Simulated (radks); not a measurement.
Mn I, 25 electrons, occupied as [Ar] 3d5 4s2.

All-electron calculation, scalar-relativistic Kohn-Sham, PBE, spin-polarised, spherical densities, point nucleus; open shells are filled with parallel spins first. Program: a radial shooting solver on a logarithmic mesh with Libxc functionals.

Energy parts (Ry):
total: -2316.99764
kinetic: 2342.60435
electron-nucleus: -5531.96432
Hartree: 976.71313
exchange-correlation: -104.35080

Orbitals (lengths in bohr, moments of r in powers of bohr):
orbital	occ.	eigenvalue (Ry)	<r>
1s down	1	-472.4817	0.06090
1s up	1	-472.4808	0.06090
2s up	1	-54.66290	0.2797
2s down	1	-54.51170	0.2791
2p up	3	-46.28464	0.2474
2p down	3	-46.16971	0.2468
3s up	1	-6.42109	0.8513
3s down	1	-6.04339	0.8544
3p up	3	-4.12115	0.9034
3p down	3	-3.75076	0.9100
3d up	5	-0.59873	1.191
4s up	1	-0.40485	3.012
4s down	1	-0.32808	3.284
3d down	0	-0.27720	1.368

The highest occupied level is 4s down at -4.464 eV. Summed over all electrons, <r^2> = 40.73 bohr^2, which gives a Langevin (diamagnetic) susceptibility term of -32.3 x 10^-6 cm^3/mol. The density falls to 0.001 e/bohr^3 at r = 4.56 bohr. Spin moment in Bohr magnetons: 5.
